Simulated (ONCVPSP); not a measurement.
# Hf: one change to an ONCV potential, before and after

- Element: hafnium (Hf)
- Generator: ONCVPSP 4.0.1
- Type: optimised norm-conserving Vanderbilt (ONCV)
- Functional: PBE
- Relativity: scalar-relativistic
- Frozen core: [Kr] 4d10 4f14
- Valence charge: 12
- Reference configuration: 5s2 5p6 5d2 6s2
- Partial waves: 5s+6s: rc 2.15 bohr, ncon 4, nbas 9, qcut 5.3 1/bohr, 2 projectors; 5p: rc 1.45 bohr, ncon 4, nbas 7, qcut 6.8 1/bohr, 2 projectors, debl 0.5 Ha; 5d: rc 2.25 bohr, ncon 4, nbas 7, qcut 3.8 1/bohr, 2 projectors, debl 3.6 Ha
- Local potential: polynomial inside 1.05 bohr (lpopt 5, dvloc0 1 Ha)
- Core correction: Teter function, fcfact 3.25, rcfact 1.1

In the p channel the program set the typed energies aside and used -1.307, 0.250 Ha.

Change: s: qcut 3.8; p: qcut 4.9; d: qcut 2.8.

Cutoffs: the cutoffs (Ha) at which the residual kinetic energy of the hardest occupied pseudo-wave falls to 1 and 0.1 mHa per electron; they do not see the model core or the augmentation charge, which bear on the density cutoff. Errors are all-electron minus pseudo energies relative to the spin-unpolarised reference configuration.

Predict the effect on cutoff, ghosts and configuration errors.

The potential gets harder (26 Ha and 63 Ha → 60 Ha and 72 Ha); the lowest positive-energy flag moves from s at 4.8 eV to s at 2.3 eV; of the 3 tests that both files solve, the error grows in 1 and shrinks in 0 by more than 15 % and 0.3 meV (median size 7.5 → 8.8 meV); neither file shows a bound ghost.

```tsv
quantity	base	changed
cutoff, loose	26 Ha	60 Ha
cutoff, tight	63 Ha	72 Ha
loose cutoff by channel	s 7.5 Ha, p 23 Ha, d 26 Ha	s 5.7 Ha, p 60 Ha, d 31 Ha
bound ghosts	none	none
GHOST(+) flags under 300 eV	s at 4.8 eV, d at 229.9 eV, p at 257.9 eV	s at 2.3 eV, d at 248.7 eV
tests with a reliable result	3 of 4	3 of 4
error for 5s2 5p6 5d2 6s1, meV [ΔE 7.98 eV]	-0.2	+0.2
error for 5s2 5p6 5d2 6s0, meV [ΔE 22.16 eV]	+10	+8.8
error for 5s2 5p6 5d1 6s2 6p1, meV [ΔE 1.96 eV]	+7.5	+13
s: phases at 2.18 bohr within 0.05 rad from the reference energy up to (Ha; the scan ends near 5)	0.1	0.0
p: phases at 1.47 bohr within 0.05 rad from the reference energy up to (Ha; the scan ends near 5)	to the end of the scan	to the end of the scan
d: phases at 2.29 bohr within 0.05 rad from the reference energy up to (Ha; the scan ends near 5)	to the end of the scan	to the end of the scan
rms error of d²Exc/dni dnj with the model core, mHa	3.35	3.50
```
